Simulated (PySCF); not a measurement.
AlBr₂, charge +1.

```xyz
3

Al     0.0000     0.0000     0.0000
Br     0.0000     0.0000    -2.1564
Br     0.0000     0.0000     2.1564
```
Charge +1, spin multiplicity 1.

Geometry optimised at B3LYP-D3(BJ)/def2-TZVP. The spin state was assumed, not searched. The isomer is the one that the SMILES or the coordinates give; other isomers of the formula were not compared.

Method: PBE/pcSseg-2 (PySCF). Non-relativistic, no solvent.

Computed absolute GIAO shielding of each atom: isotropic value and principal components (ppm):
```csv
atom,σ(iso),σ11,σ22,σ33,span
Al1,375.9,163.0,163.0,801.8,638.8
Br2,2469.7,2140.5,2140.5,3128.2,987.7
Br3,2469.7,2140.5,2140.5,3128.2,987.7
```
